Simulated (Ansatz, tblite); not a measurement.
Adding an electron: B₆H⁺ (the lowest singlet isomer of a short search). Total charge 1; singlet. Geometry: PBE0-D4/def2-SVP. Ansatz, gas phase; energy differences of separate SCF runs; the reduced species was run as a doublet alone.

```xyz
7

B     0.8820   -0.4687   -1.5376
B    -0.0317    0.2366    1.2162
B     1.3022   -0.1656    0.4481
B    -1.5006    0.4179    0.6497
B     2.2325   -0.5926   -0.7389
B    -0.2206   -0.0403   -0.5219
H    -2.6638    0.6127    0.4845
```

The xTB rows come from tblite. The structure comes from a short search, and lower isomers may exist.

| level | −HOMO (eV) | −LUMO (eV) | vertical EA (eV) | HOMO–LUMO gap (eV) | remarks |
| --- | --- | --- | --- | --- | --- |
| GFN1-xTB | 15.93 | 15.21 | 12.19 | 0.71 | – |
| GFN2-xTB | 15.21 | 14.44 | 10.63 | 0.77 | – |
| PBE-D4/def2-TZVP | 12.50 | 11.02 | 8.33 | 1.48 | restricted SCF unstable in HF (+1 singlet) |
| r2SCAN-D4/def2-TZVP | 12.63 | 10.86 | 8.40 | 1.77 | restricted SCF unstable in HF (+1 singlet), spin-contaminated (⟨S²⟩ 0.84) (doublet) |
| PBE0-D4/def2-TZVP | 13.32 | 10.15 | 8.31 | 3.18 | restricted SCF unstable in HF (+1 singlet) |

  Raw xTB energy differences between charge states are shifted by several eV; the methods need an empirical correction for them.
